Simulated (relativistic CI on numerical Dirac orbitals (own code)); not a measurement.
# Hg XLIV: q coefficients and field-shift factors

Calculated at this level of theory: Dirac-Coulomb-Breit CI, separate exchange-only KLI orbitals for each configuration, derivatives by finite differences, unscaled Slater integrals, QED left out (own radial code, finite nucleus).

Configuration list (outside the closed core [Ar] 3d10): 4s2 4p6 4d, 4s2 4p6 4f, 4s2 4p5 4d2, 4s 4p6 4d2, 4s2 4p5 4d 4f, 4s 4p6 4d 4f. Double excitations out of closed p, d and f shells are left out; levels of such configurations are missing from the list, as are those of other unlisted configurations, and high levels can miss mixing partners.

With x = (α/α₀)² − 1 an excitation energy changes as ω = ω₀ + qx; K = 2q/ω₀ is the relative enhancement. Terms are leading LS components, so labels can repeat. The field-shift factor is F = δν/δ⟨r²⟩ for the transition from the lowest level.

Lowest level 4s2 4p6 4d 2D_3/2.

| Level | ω₀ (cm⁻¹) | q (cm⁻¹) | F (GHz/fm²) |
| --- | --- | --- | --- |
| 4s2 4p6 4d 2D_5/2 | 234696 | 239600 | 8.77 |
| 4s2 4p5 4d2 4D°_3/2 | 1409442 | 73870 | 16.7 |
| 4s2 4p5 4d2 4D°_1/2 | 1414759 | 90160 | 17.7 |
| 4s2 4p5 4d2 4F°_5/2 | 1441347 | 78090 | 16.4 |
| 4s2 4p5 4d2 2G°_7/2 | 1455926 | 71740 | 14.8 |
| 4s2 4p5 4d2 2P°_3/2 | 1528235 | 87940 | 16.9 |
| 4s2 4p5 4d2 4D°_5/2 | 1618210 | 307600 | 24.4 |
| 4s2 4p5 4d2 4G°_9/2 | 1645757 | 308400 | 22.6 |
| 4s2 4p5 4d2 4D°_7/2 | 1650622 | 314200 | 24.1 |
| 4s2 4p5 4d2 4D°_3/2 | 1670286 | 315100 | 25.4 |
| 4s2 4p5 4d2 4P°_5/2 | 1674790 | 313700 | 25 |
| 4s2 4p5 4d2 2H°_11/2 | 1685590 | 313300 | 22.7 |
| 4s2 4p5 4d2 2G°_7/2 | 1693807 | 308200 | 25 |

At this charge energies of transitions that change n are usually good to better than 1 %, and those within a shell (Δn = 0) to a few per cent.

**Question.** Which transition from the lowest level has the largest |K|?

**Answer.** 4s2 4p6 4d 2D_5/2 at 234696 cm⁻¹, K = 2.04.
